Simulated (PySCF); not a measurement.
Ligands exchanged one at a time, Al SH-H. Isolated molecules, 0 K electronic values unless said otherwise. One relaxed conformer stands for each flexible species; it need not be the lowest. Strings in code marks are SMILES.

Level of theory: PBE-D3(BJ)/def2-TZVP // TPSSh-D3(BJ)/def2-TZVP (PySCF). All candidates: neutral, multiplicity 1. 

* **LUMO**: -2.16 eV
* **HOMO**: -6.67 eV
* **HOMO–LUMO gap**: 4.51 eV

### Question
Identify which member has these values.
A. `[AlH2][SH]`
B. `[AlH3]`
C. `[SH][Al]([SH])[SH]`
D. `[SH][AlH][SH]` (H–S–Al–S torsion 0°, S–Al–S–H torsion 0°)

### Answer
A, `[AlH2][SH]`. The others give `[SH][AlH][SH]` (H–S–Al–S torsion 0°, S–Al–S–H torsion 0°): -1.79 eV, -6.51 eV, 4.71 eV; `[AlH3]`: -2.53 eV, -7.30 eV, 4.78 eV; `[SH][Al]([SH])[SH]`: -1.50 eV, -6.51 eV, 5.01 eV
